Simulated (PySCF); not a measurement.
Excitations are Tamm–Dancoff values on a coarser integration grid. The basis has no diffuse functions, so Rydberg states are missing or too high.

Cartesian coordinates (Å):
```xyz
11

C     -1.3034    -0.1671    -0.0909
N      0.0914     0.1931    -0.3368
C      1.1027    -0.6653     0.2765
C      0.3755     1.4894    -0.4396
N      0.6272     2.6127    -0.5648
H     -1.4619    -1.1950    -0.4175
H     -1.9518     0.4891    -0.6669
H     -1.5649    -0.0870     0.9703
H      1.0589    -0.6303     1.3709
H      2.0905    -0.3479    -0.0497
H      0.9359    -1.6915    -0.0514
```
Charge 0, multiplicity 1.

Question: What HOMO–LUMO gap, LUMO and S1–T1 gap (TDA) does PBE-D3(BJ)/def2-TZVP // B3LYP-D3(BJ)/def2-TZVP in PySCF give?

Answer: 
```
Quantity           Result
---------------  --------
HOMO–LUMO gap     5.68 eV
LUMO             -0.12 eV
S1–T1 gap (TDA)   0.32 eV
```
